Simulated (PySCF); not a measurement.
Br₂Co, SMILES [Br][Co+][Br] (connectivity only; charge and spin as stated), charge +1, multiplicity 5. Atoms are numbered in the order given.

```xyz
3

Co     0.0000     0.0000     0.0000
Br     0.0000     0.0000    -2.2159
Br     0.0000     0.0000     2.2159
```
Charge +1, spin multiplicity 5.

Geometry optimised at B3LYP-D3(BJ)/def2-SVP. The spin state was assumed, not searched.

Level of theory: B3LYP-D3(BJ)/def2-SVP run with PySCF.

Frequencies are harmonic and unscaled.

Modes within 1.5 cm⁻¹ of each other (mostly degenerate sets) share a row, with their intensities summed.

```json
[
 {"mode": "1–2", "ν (cm⁻¹)": "31", "IR (km/mol)": "18.8", "moving atoms (share of kinetic energy)": "Co 73 %, Br 27 %"},
 {"mode": "3", "ν (cm⁻¹)": "224", "IR (km/mol)": "0.0", "moving atoms (share of kinetic energy)": "Br 100 %"},
 {"mode": "4", "ν (cm⁻¹)": "427", "IR (km/mol)": "26.2", "moving atoms (share of kinetic energy)": "Co 73 %, Br 27 %"}
]
```
